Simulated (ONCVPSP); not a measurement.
**Before and after: ONCV potential for Mo**

ONCVPSP 4.0.1 input, shortened (lines: element, Z, core and valence counts, functional; n l f; lmax; l rc ep ncon nbas qcut; lloc lpopt rc5 dvloc0; l nproj debl; icmod fcfact rcfact), PBEsol, scalar-relativistic:

```
  Mo 42.00    8    2  -116133      upf
    1    0    2.00
    2    0    2.00
    2    1    6.00
    3    0    2.00
    3    1    6.00
    3    2   10.00
    4    0    2.00
    4    1    6.00
    4    2    5.00
    5    0    1.00
    2
    0    3.15    0.00    4    7    2.50
    1    3.40    0.04    4    8    2.60
    2    2.35    0.00    5   10    6.50
    4    5    2.00    1.00
    0    2    1.90
    1    1    2.50
    2    1    2.90
    3    5.25    1.40
```

In the p channel the program set the typed energies aside and used 0.050 Ha.

All-electron outer shells of the reference configuration (PBEsol, scalar-relativistic, ld1.x):

| shell | level (eV) | outermost node (bohr) | outermost maximum (bohr) |
| --- | --- | --- | --- |
| 4p | -38.46 | 0.52 | 1.06 |
| 5s | -4.12 | 1.34 | 2.93 |
| 4d | -3.77 | 0.53 | 1.38 |

Change: local potential polynomial inside 1.80 bohr (lpopt 4, dvloc0 2 Ha).

Cutoffs: the cutoffs (Ha) at which the residual kinetic energy of the hardest occupied pseudo-wave falls to 1 and 0.1 mHa per electron; they do not see the model core or the augmentation charge, which bear on the density cutoff. Errors are all-electron minus pseudo energies relative to the spin-unpolarised reference configuration.

Task: What does the change do?

Result: The potential gets neither clearly harder nor softer (15 Ha and 18 Ha → 15 Ha and 18 Ha); the lowest positive-energy flag moves from p at 19.3 eV to s at 56.9 eV; the errors of the 3 common tests hardly move; neither file shows a bound ghost.

| quantity | base | changed |
| --- | --- | --- |
| cutoff, loose | 15 Ha | 15 Ha |
| cutoff, tight | 18 Ha | 18 Ha |
| bound ghosts | none | none |
| GHOST(+) flags under 300 eV | p at 19.3 eV, s at 34.2 eV | s at 56.9 eV |
| tests with a reliable result | 3 of 4 | 3 of 4 |
| error for 4d5 5s0, meV [ΔE 6.90 eV] | -23 | -23 |
| error for 4d4 5s0, meV [ΔE 22.36 eV] | -122 | -120 |
| error for 4d3 5s0, meV [ΔE 49.09 eV] | -544 | -536 |
| s: phases at 3.20 bohr within 0.05 rad from the reference energy up to (Ha; the scan ends near 5) | 1.2 | 2.0 |
| p: phases at 3.44 bohr within 0.05 rad from the reference energy up to (Ha; the scan ends near 5) | n/a | n/a |
| d: phases at 2.39 bohr within 0.05 rad from the reference energy up to (Ha; the scan ends near 5) | 1.0 | 1.0 |
| rms error of d²Exc/dni dnj with the model core, mHa | 1.47 | 1.47 |
